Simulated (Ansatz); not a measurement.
One change: `FC(I)[CH2][GaH2]` becomes `FC(I)[SiH2]Cl`.

Ansatz, PBE0-D4/def2-TZVP geometries, multiplicity 1. Each molecule was computed in one conformer, which needn't be the lowest.

Elements past krypton have def2 core potentials. Scalar relativity is left out up to krypton.

```
                                                                                  property  `FC(I)[CH2][GaH2]`
ideal-gas entropy at 298 K and 1 bar (rigid rotor, harmonic PBE0-D4/def2-TZVP) / J/(mol·K)                 371
                                                     HOMO energy (ωB97M-V/def2-TZVPP) / eV               -9.83
                                                      HOMO–LUMO gap (PBE0/def2-TZVPP) / eV                5.85
                                                     LUMO energy (ωB97M-V/def2-TZVPP) / eV                0.08
                                                   HOMO–LUMO gap (ωB97M-V/def2-TZVPP) / eV                9.91
                                                        HOMO energy (PBE0/def2-TZVPP) / eV               -7.70
```

Question: What does the change do to each property? (An estimate is asked.)

Answer: Ansatz gave: 
```
                                                                                  property  `FC(I)[SiH2]Cl`  shift
ideal-gas entropy at 298 K and 1 bar (rigid rotor, harmonic PBE0-D4/def2-TZVP) / J/(mol·K)              369     -2
                                                     HOMO energy (ωB97M-V/def2-TZVPP) / eV            -9.76   0.07
                                                      HOMO–LUMO gap (PBE0/def2-TZVPP) / eV             6.20   0.35
                                                     LUMO energy (ωB97M-V/def2-TZVPP) / eV             0.55   0.47
                                                   HOMO–LUMO gap (ωB97M-V/def2-TZVPP) / eV            10.31   0.40
                                                        HOMO energy (PBE0/def2-TZVPP) / eV            -7.60   0.10
```

With PBE0 the HOMO rises by 0.10 eV and the LUMO rises by 0.44 eV, so the gap widens by about 0.34 eV. PBE moves the HOMO by 0.11 eV and ωB97M-V by 0.07 eV. The zero-point energy changes by -58.1 kJ/mol with -6 modes. Modes under 60 cm⁻¹, often nearly free rotors, make the harmonic entropy too high.

Spin–orbit coupling is left out; it splits and shifts lone-pair levels of the heavy atoms by tenths of an eV.
